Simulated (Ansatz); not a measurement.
Consider the formal exchange of groups at the Si–F bond: `O[SiH](F)S` + `N[SiH3]` → `N[SiH2][SiH](O)S` + H–F.

Isolated molecules relaxed with PBE0-D4/def2-TZVP in Ansatz; ΔE leaves out vibrations. CCSD(T)/CBS is the MP2 limit (def2-TZVPP, def2-QZVPP) plus CCSD(T) − MP2 in def2-TZVPP, frozen cores. This one scheme is used for every species. Functionals use def2-TZVPP. Each species was taken in one conformer, which may not be the lowest.

| level | ΔE (kJ/mol) |
| --- | --- |
| ωB97X-V | 161.5 |
| B2PLYP | 171.1 |
| PBE | 143.7 |
| PBE0 | 150.3 |
| CCSD/def2-TZVPP | 166.0 |
| CCSD(T)/def2-TZVPP | 160.6 |
| SCS-MP2/def2-QZVPP | 170.3 |
| CCSD/CBS(def2) | 163.6 |

Q: What does CCSD(T)/CBS give? (An estimate is asked.)

A: The calculation gave: +158.2 kJ/mol. The listed levels differ from it by 3.3, 12.9, -14.5, -7.9, 7.8, 2.4, 12.1, 5.4 kJ/mol.

Largest T1 diagnostic among the species: 0.012.

The D4 term adds −14.0 kJ/mol with B3LYP and −8.2 kJ/mol with PBE0; it sums over pairs of atoms, weighted by their polarisabilities, and B3LYP, whose exchange is more repulsive, gets the larger term. From PBE to PBE0 (25 % exact exchange), in def2-TZVPP and without D4, ΔE moves by +6.7 kJ/mol. In def2-TZVPP, CCSD(T) changes the Hartree–Fock value by −36.4 kJ/mol (the triples alone add −5.4 kJ/mol) and MP2 by −33.3 kJ/mol.

B3LYP here is the variant with VWN-RPA as its local correlation; programs differ in this.
